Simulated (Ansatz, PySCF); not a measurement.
Caution: the highest occupied level lies above zero, so the state may not be bound. This singlet lies 1.18 eV below the relaxed triplet at the level frozen-core CCSD(T)/aug-cc-pVTZ // PBE0-D3(BJ)/def2-TZVPD (Ansatz, an electronic-structure program).

H3BN, SMILES `[BH-]N` (lower singlet) (charge -1, multiplicity 1)

Level of theory: PBE0-D3(BJ)/def2-TZVPD run with PySCF.

```json
{
 "HOMO": "1.61 eV",
 "total_energy": "-81.2780 Ha",
 "cost": "very roughly 7 core-seconds"
}
```

```xyz
5

B      0.8853    -0.4389     0.3009
N     -0.4669    -0.0963     0.0191
H      1.5964     0.4717    -0.1426
H     -1.2324    -0.6862     0.2848
H     -0.7824     0.7497    -0.4622
```
Charge -1, spin multiplicity 1.
